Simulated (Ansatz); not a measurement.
H3InOS2 (`[OH][In]([SH])[SH]`). The species carries charge 0 and has multiplicity 1. In takes the def2 core potential.

```xyz
7

O     1.8822    0.5607   -0.2549
In    0.0234   -0.0675   -0.0090
S    -1.5611    1.6463    0.3739
S    -0.4646   -2.3887   -0.1105
H     2.5092   -0.1501   -0.4088
H    -0.6130    2.5973    0.2971
H    -1.7761   -2.1980    0.1121
```

(1) What are the harmonic wavenumbers in cm⁻¹ at PBE0-D4/def2-TZVP (Ansatz, finite differences of forces, unscaled)? (Best estimate.)

(2) Is this a minimum?

(3) Give the ideal-gas thermochemistry at 298.15 K and 1 bar (rigid rotor, harmonic oscillator; point group Cs, symmetry number 1).

Answers

(1) Computed: 76, 113, 113, 184, 236, 279, 336, 378, 605, 661, 688, 812, 2705, 2712, 3890.

(2) Yes, all 15 modes are real.

(3) Zero-point energy 82.5 kJ/mol; H(298) − E = 105.3 kJ/mol; entropy 375.2 J/(mol·K), of which translation 174.8, rotation 118.1, vibration 82.4; G(298) − E = -6.5 kJ/mol. Modes under 100 cm⁻¹ are hindered rotations or soft bends, so the harmonic entropy is rough.
